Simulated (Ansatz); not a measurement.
Molecule: sum formula InClF$_{2}$, net charge 0, singlet state. 
Coordinates optimised at B3LYP-D3(BJ)/def2-TZVP (Ansatz, an electronic-structure program):
SMILES: [In]([Cl])([F])[F]
```xyz
4

F     -0.9944     1.8218     0.0595
In    -0.2379     0.0402     0.0046
F     -1.5395    -1.3934    -0.0100
Cl     2.0272    -0.3428    -0.0396
```
Charge 0, spin multiplicity 1.

Computed values are from Ansatz. Valence correlation only, unless marked. Open shells are spin-unrestricted. Spin-orbit coupling is left out. Frozen are the shells of the preceding noble gas and the d and f shells that filled before the atom's block. In def2 rows, elements after Kr have scalar-relativistic effective core potentials. CBS marks a two-point X^-3 extrapolation of the correlation energy; Hartree-Fock from the larger set.

Problem. What is the T1 diagnostic at CCSD/def2-QZVPPD?

Solution. 0.013.

Problem. What is the vertical ionisation energy (to the doublet) at CCSD(T)/CBS(def2-TZVPPD,def2-QZVPPD)?

Solution. 12.62 eV.

Problem. What is the vertical triplet-singlet gap at CCSD(T)/CBS(def2-TZVPPD,def2-QZVPPD)?

Solution. 5.81 eV.

Problem. What is the dipole moment at CCSD(T)/def2-SVPD?

Solution. 1.28 D.

Problem. What is the atomisation energy De at CCSD(T)/CBS(def2-TZVPPD,def2-QZVPPD)?

Solution. 1199.0 kJ/mol.
